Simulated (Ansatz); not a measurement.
Harmonic frequencies (cm⁻¹) at PBE0-D4/def2-TZVP from Ansatz: 70, 211, 291, 314, 455, 499, 589, 665, 895, 1225, 1397, 1636, 2198, 3575, 3709.

Each molecule was computed in one conformer, which needn't be the lowest.

Which molecule is it?
A. `FC[SiH2]F`
B. `FC1=NCN1`
C. `[NH2][GaH][AlH2]`
D. `NC(=S)[TeH]`

D.
